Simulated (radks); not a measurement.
Question: F2+, configuration [He] 2s2 2p2 3s1 (not the ground configuration). All-electron calculation, scalar-relativistic Kohn-Sham, r2SCAN, spin-polarised, spherical densities, finite nucleus; open shells are filled with parallel spins first; meta-GGA in the generalised Kohn-Sham scheme; Fermi nuclear charge, rms radius 2.8976 fm. Program: a radial shooting solver on a logarithmic mesh with Libxc functionals. Some entries of the table are withheld. Estimate them.

| orbital | occ. | eigenvalue (eV) | <r> (bohr) |
|---|---|---|---|
| 1s up | 1 | -736.5435 | 0.1762 |
| 1s down | 1 | -733.4286 | 0.1753 |
| 2s up | 1 | -84.2809 | 0.8702 |
| 2s down | 1 | -76.7716 | 0.8981 |
| 2p up | 2 | -64.6792 | 0.8265 |
| 2p down | 0 | -56.5128 | 0.8646 |
| 3s up | 1 | (1) | 2.680 |
| 3p up | 0 | -15.9973 | 2.886 |

Answer: 
(1) 3s up eigenvalue (eV): -20.2907
